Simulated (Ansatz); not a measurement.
Input file for Ansatz (a quantum-chemistry and plane-wave program): U-B3LYP/def2-TZVPP on H5NSn (SMILES [NH2][SnH3]), a point of a bond scan (R = 4.614 Å). Elements past Kr take the def2 small-core potentials; no spin–orbit coupling.

Ansatz 0.2 input:
```yaml
crystal:
  periodic: [false, false, false]
  atoms:
    - {symbol: Sn, position_ang: [-0.28215657, 0.02775224, 0.02377762]}
    - {symbol: N, position_ang: [1.74303182, -0.14346269, -0.23754058]}
    - {symbol: H, position_ang: [-2.18249425, -2.81576561, -3.07290325]}
    - {symbol: H, position_ang: [-0.65127624, 1.66593101, -0.29253503]}
    - {symbol: H, position_ang: [-0.81069646, -0.39503089, 1.60666677]}
    - {symbol: H, position_ang: [2.08100846, -1.08855163, -0.09745354]}
    - {symbol: H, position_ang: [2.27355521, 0.45968091, 0.38036592]}
basis:
  gaussian:
    orbitals: def2-TZVPP
hamiltonian:
  xc: {name: B3LYP}
magnetization: {spin_polarized: true, initial_magnetization: 0}
```

It printed:

```
WARN ansatz: RAYON_NUM_THREADS=1 ignored (pool sized by the plan → 1); use --threads N
Functional definition: B3LYP
integrals: 0.05 GiB planned
882 factors; their error is unknown
mean field: 0.63 GiB planned
mean field evaluation 1: about -7388.1573 eV, gradient 4.9e1 eV
mean field evaluation 2: about -7342.2607 eV, gradient 9.5e1 eV
mean field evaluation 4: about -7392.5429 eV, gradient 2.4e1 eV
mean field evaluation 8: about -7392.4498 eV, gradient 1.4e1 eV
mean field evaluation 16: about -7400.7148 eV, gradient 1.8e-5 eV
mean field evaluation 32: about -7401.8841 eV, gradient 1.4e0 eV
mean field -7401.95447122 eV, -272.0168095925 hartree, gradient 1.3e-5 eV, S^2 0.990681; 3 other end points of the search recorded, 0 dependent functions left out
reference -7401.95476924 eV, -272.0168205446 hartree; 17, 17 occupied and 134, 134 virtual orbitals, 882 factors
Total energy: -7401.95476924 eV, -272.0168205446 hartree
```

Self-consistency was reached. Its determinant has ⟨S²⟩ = 0.99, a mixture of spin states.

Cost: around 8 core-seconds (rough).
